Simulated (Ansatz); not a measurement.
Basis sets compared for the cluster Be₄Se₃⁺. Total charge 1; doublet. Geometry B3LYP-D4/def2-SVP. Ansatz on 4 threads of Arm Neoverse V1 on a shared host; times are rough, and most runs start from earlier orbitals.

```tsv
atom	x (Å)	y (Å)	z (Å)
Be1	1.051	-1.143	-0.404
Be2	-1.146	-0.464	1.142
Be3	0.613	1.196	1.009
Be4	-0.607	0.536	-1.385
Se5	0.579	-0.794	-2.335
Se6	0.921	-0.845	1.677
Se7	-1.411	1.515	0.297
```

Another isomer (doublet) lies 0.64 eV lower at PBE0-D4/def2-TZVP; other spin states weren't run for this one.

```tsv
level	functions	energy (Eh)	HOMO (eV)	LUMO (eV)	wall time
HF/STO-3G	74	-7178.6120	-9.98	-3.17	1.1 s
PBE-D4/def2-SVP	132	-7261.4749	-8.81	-8.15	3.9 s
PBE0-D4/def2-SVP	132	-7261.7228	-9.45	-7.43	6.5 s
```

**Question.** Estimate the rows for HF/def2-TZVP, PBE-D4/def2-TZVP (with forces), PBE0-D4/def2-TZVP.

**Answer.** 
| level | functions | energy (Eh) | HOMO (eV) | LUMO (eV) | wall time |
| --- | --- | --- | --- | --- | --- |
| HF/def2-TZVP | 220 | -7258.0664 | -10.84 | -4.76 | 11 s |
| PBE-D4/def2-TZVP (with forces) | 220 | -7262.4224 | -8.76 | -8.03 | 7.5 s |
| PBE0-D4/def2-TZVP | 220 | -7262.6733 | -9.40 | -7.29 | 16 s |
